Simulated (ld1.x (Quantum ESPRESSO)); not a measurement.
# u(r) = r·R(r): atom against pseudo-atom (beryllium)

Columns: radius, all-electron u(r) and pseudo u(r) of the 2s shell (level -5.91 eV) of beryllium in the configuration [He] 2s1.5 2p0.5; PBE, scalar-relativistic, RRKJ scheme, ld1.x (Quantum ESPRESSO) 7.5.

```csv
r (bohr),all-electron,pseudo
0.175,0.2498,-0.0368
0.350,0.2047,-0.0801
0.525,0.0626,-0.1362
0.700,-0.0977,-0.2092
0.875,-0.2450,-0.2963
1.050,-0.3679,-0.3879
1.225,-0.4655,-0.4722
1.400,-0.5394,-0.5407
1.575,-0.5909,-0.5909
1.750,-0.6226,-0.6226
1.925,-0.6376,-0.6376
2.100,-0.6390,-0.6390
2.275,-0.6297,-0.6297
2.450,-0.6121,-0.6121
2.625,-0.5884,-0.5884
2.800,-0.5605,-0.5605
2.975,-0.5298,-0.5298
3.150,-0.4976,-0.4976
3.325,-0.4647,-0.4647
3.500,-0.4320,-0.4320
3.675,-0.4000,-0.4000
3.850,-0.3691,-0.3691
4.025,-0.3396,-0.3396
4.200,-0.3116,-0.3116
4.375,-0.2854,-0.2854
4.550,-0.2608,-0.2608
```

Question: How many radial nodes do the two functions have?

Answer: The all-electron 2s function has n − l − 1 = 1; the pseudo-wave has 0, since the states of the same l below it are removed with the core.

Question: At about which radius was the pseudo-wave matched?

Answer: 1.65 bohr, where the columns begin to agree (steps of 0.17 bohr).

Question: Is the pseudo-wave norm-conserving?

Answer: Yes: the RRKJ scheme keeps the norm inside the radius equal to the all-electron one, which fixes the energy derivative of the logarithmic derivative at the level.
